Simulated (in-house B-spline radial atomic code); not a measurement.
Computed with a B-spline radial atomic code. Model: two electrons, singlet ground state, non-relativistic, full CI in B-splines with partial waves to l = 8 (at full coupling up to 3e-4 hartree above the limit, correlation up to 0.6 % small), density held at that of full coupling by Lieb maximisation.

Along the adiabatic connection the electron repulsion is scaled by a coupling λ while a local potential keeps the density fixed. At λ = 0 the system is the Kohn-Sham one and W equals the exchange energy; the exchange-correlation energy is the area under W between 0 and 1. The kinetic energy rises with λ as the electrons avoid each other, with dT/dλ = −λ dW/dλ.

Command:
```bash
python run_ac.py task.json out
```
Settings (lengths in bohr, energies in hartree):
```
potential              yukawa
strength               7.93
lmax                   8
second                 2.06
```

Cost of the run: 11 s on 1 thread of Intel(R) Xeon(R) Processor @ 2.30GHz (shared host).

**W = mean repulsion less Hartree energy, and W of three functionals.**

Given: confinement screened point charge; nuclear charge 7.93; screening of the nucleus 2.06 1/bohr; external potential -Z exp(-k r)/r.

Computed: PBE exchange minus exact 71.088 millihartree; SCAN exchange minus exact -11.489 millihartree.

| coupling | W xc (hartree) | W xc minus exchange (millihartree) | kinetic minus Kohn-Sham (millihartree) | LDA (PW92) W minus its exchange (millihartree) | PBE W minus its exchange (millihartree) | SCAN W minus its exchange (millihartree) |
| --- | --- | --- | --- | --- | --- | --- |
| 0 | -4.475 | 0 | 0 | 0 | 0 | 0 |
| 0.02 | -4.4769 | -1.888 | 0 | -15.45 | -1.83 | -1.84 |
| 0.05 | -4.4798 | -4.712 | 0.1 | -33.02 | -4.59 | -4.58 |
| 0.12 | -4.4863 | -11.267 | 0.7 | -66.62 | -11.08 | -10.9 |
| 0.25 | -4.4984 | -23.318 | 2.9 | -117.28 | -23.19 | -22.39 |
| 0.4 | ? | ? | ? | ? | ? | ? |
| 0.6 | -4.53 | -54.984 | 16.3 | -222.64 | -55.72 | -52.18 |
| 0.8 | -4.5476 | -72.587 | 28.6 | -272.26 | -74.08 | -68.56 |
| 1 | -4.5649 | -89.845 | 44.2 | -317.1 | -92.21 | -84.53 |
| 1.4 | -4.5984 | -123.37 | 84.3 | -396.5 | -127.67 | -115.34 |
| 2 | -4.6463 | -171.29 | 165.7 | -497.91 | -178.75 | -159.06 |
| 3 | -4.7205 | -245.43 | 350.5 | -636.94 | -258.23 | -226.24 |
| 4.5 | -4.8199 | -344.88 | 721.8 | -802.64 | -365.32 | -316.08 |
| 7 | ? | ? | ? | ? | ? | ? |
| 10 | -5.0961 | -621.02 | 2669.9 | -1202.4 | -666.1 | -568.6 |

Q: What belongs in the row 0.4?

A: W xc (hartree): -4.5121; W xc minus exchange (millihartree): -37.026; kinetic minus Kohn-Sham (millihartree): 7.3; LDA (PW92) W minus its exchange (millihartree): -166.29; PBE W minus its exchange (millihartree): -37.17; SCAN W minus its exchange (millihartree): -35.35.

Q: What belongs in the row 7?

A: W xc (hartree): -4.9601; W xc minus exchange (millihartree): -485.08; kinetic minus Kohn-Sham (millihartree): 1521.9; LDA (PW92) W minus its exchange (millihartree): -1012.9; PBE W minus its exchange (millihartree): -517.15; SCAN W minus its exchange (millihartree): -443.33.

Q: What is the LDA exchange minus exact?

A: 626.59 millihartree.

**Energy parts, natural occupations and partial-wave weights.**

Computed: exchange energy -4.475 hartree; correlation energy -0.045679 hartree; initial slope twice GL2 -0.09446 hartree; kinetic part over minus potential part 0.49158; Hartree energy 8.9501 hartree; Kohn-Sham kinetic 52.949 hartree; Lieb Oxford ratio E_xc over LDA exchange 1.1747.

| natural | occupation of the shell (electrons) |
| --- | --- |
| s | 1.999 |
| p | ? |
| s | 0.00040011 |
| d | 2.916e-05 |
| p | 2.1915e-05 |
| s | 9.9224e-06 |

Q: What belongs in the row p?

A: occupation of the shell (electrons): 0.00052694.

```
wave      weight
   s      0.9997
   p  0.00027563
   d  1.6521e-05
   f           ?
   g  5.9045e-07
```

Q: What belongs in the row f?

A: weight: 2.47e-06.

Q: What is the kinetic part of the DFT correlation energy?

A: 0.044166 hartree.

Q: What is the total energy?

A: -31.1917 hartree.

Half-way to full coupling W has made 51 % of its drop, against 50 % for a straight line, and second-order (GL2) theory, half the initial slope, overshoots the correlation energy by about 3 %: correlation is weak here. Over couplings 0 to 1 the errors in E_xc come to about +487 millihartree for LDA, +70 millihartree for PBE, -9.1 millihartree for SCAN, so SCAN is nearest. In LDA and PBE and SCAN the errors of exchange and correlation have opposite signs, so the sum is smaller than the larger of the two.
